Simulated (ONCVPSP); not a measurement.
# An all-electron radial function and its pseudo partner (phosphorus (P))

Columns: radius, all-electron u(r) and pseudo u(r) of the 3p shell (level -5.51 eV) of phosphorus in the configuration [Ne] 3s2 3p3; PBE, scalar-relativistic, ONCV scheme, ONCVPSP 4.0.1.

```csv
r (bohr),all-electron,pseudo
0.082,-0.0999,0.0050
0.165,-0.2266,0.0193
0.248,-0.2901,0.0404
0.330,-0.2893,0.0665
0.413,-0.2413,0.0985
0.495,-0.1653,0.1366
0.578,-0.0732,0.1815
0.660,0.0230,0.2290
0.742,0.1183,0.2755
0.825,0.2096,0.3189
0.908,0.2934,0.3595
0.990,0.3676,0.4004
1.072,0.4331,0.4449
1.155,0.4906,0.4930
1.238,0.5396,0.5397
1.320,0.5798,0.5798
1.402,0.6122,0.6122
1.485,0.6379,0.6378
1.568,0.6568,0.6568
1.650,0.6696,0.6696
1.733,0.6773,0.6773
1.815,0.6803,0.6803
1.898,0.6794,0.6794
1.980,0.6750,0.6750
2.062,0.6677,0.6677
2.145,0.6579,0.6579
```

**Question.** How many radial nodes do the two functions have?

**Answer.** The all-electron 3p function has n − l − 1 = 1; the pseudo-wave has 0, since the states of the same l below it are removed with the core.

**Question.** At about which radius was the pseudo-wave matched?

**Answer.** 1.30 bohr, where the columns begin to agree (steps of 0.08 bohr).

**Question.** Is the pseudo-wave norm-conserving?

**Answer.** Yes: the ONCV scheme keeps the norm inside the radius equal to the all-electron one, which fixes the energy derivative of the logarithmic derivative at the level.
